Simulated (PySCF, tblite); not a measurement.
**Complex of Ca2+ and 3 × hydrogen fluoride**

A gas-phase complex of Ca2+ and 3 × hydrogen fluoride; charge +2, singlet. The structure comes from a short search (6 tight-binding starts) and was relaxed by PBE0-D3(BJ)/def2-SVPD; another way of binding may lie lower. Frequencies by PBE0-D3(BJ)/def2-SVPD show no clear imaginary mode.

Parts: 1 = Ca2+ ([Ca+2]), atoms 1, charge +2; 2 = hydrogen fluoride (F), atoms 2–3; 3 = hydrogen fluoride (F), atoms 4–5; 4 = hydrogen fluoride (F), atoms 6–7.

```xyz
7

Ca    0.134    0.005   -0.706
F    -1.502   -1.011   -1.827
H    -2.191   -1.442   -2.300
F     0.681   -0.325    1.428
H     0.920   -0.454    2.327
F     1.311    1.553   -1.790
H     1.786    2.226   -2.242
```
(Å; atoms numbered from 1)

```json
{"contact": "Ca1···F6", "kind (by geometry)": "ion contact", "distance (Å)": "2.226", "angle (°)": "-"}
{"contact": "Ca1···F4", "kind (by geometry)": "ion contact", "distance (Å)": "2.227", "angle (°)": "-"}
{"contact": "Ca1···F2", "kind (by geometry)": "ion contact", "distance (Å)": "2.229", "angle (°)": "-"}
```

Interaction energies are complex less parts, with the parts frozen as they stand in it; counterpoise-corrected, in kcal/mol (PySCF).

Task: How strongly do the parts interact, level by level?

Result: 
| level | interaction | superposition error removed |
| --- | --- | --- |
| wB97M-D3(BJ)/def2-TZVPD | -105.83 | -0.38 |
| PBE0-D3(BJ)/def2-TZVPD | -108.27 | -0.42 |

Task: What holds them together? Decompose the wB97M-D3(BJ)/def2-TZVPD energy: frozen parts, their antisymmetrised product, then relaxation.

Result: electrostatic -87.8, Pauli repulsion +38.3, orbital relaxation -55.3, dispersion correction -1.4 kcal/mol, which sum to the value before the counterpoise correction; the Pauli term holds the exchange-correlation of the frozen density too. Of the attraction, 61 % is electrostatic, 38 % is orbital relaxation, 1 % is dispersion correction.

Task: Are the pair energies additive?

Result: The pairs sum to -115.72 kcal/mol (1–2 -39.1, 1–3 -39.1, 1–4 -39.1, 2–3 0.5, 2–4 0.6, 3–4 0.6); the rest of +9.89 is a many-body weakening.

The parts were also relaxed and run alone, at the levels used for the complex: shieldings by PBE0/pcSseg-2; core levels by delta-SCF with SCAN, pcX-2 on the ionised atom and pcseg-1 elsewhere, spin-free X2C.

Values alone: shielding of Ca1 (ppm): 1413.0; shielding of F6 (ppm): 410.9; shielding of F4 (ppm): 410.9; F4 1s core level (eV): 694.12; F6 1s core level (eV): 694.12.

Task: What does binding change?

Result: 
| property | alone | in the complex | change |
| --- | --- | --- | --- |
| shielding of Ca1 (ppm) | 1413.0 | 1305.4 | -107.6 |
| shielding of F6 (ppm) | 410.9 | 377.6 | -33.3 |
| shielding of F4 (ppm) | 410.9 | 377.9 | -32.9 |
| F4 1s core level (eV) | 694.12 | 705.08 | +10.97 |
| F6 1s core level (eV) | 694.12 | 705.09 | +10.97 |

Multiply charged ions in the gas phase bind far more strongly than in solution.
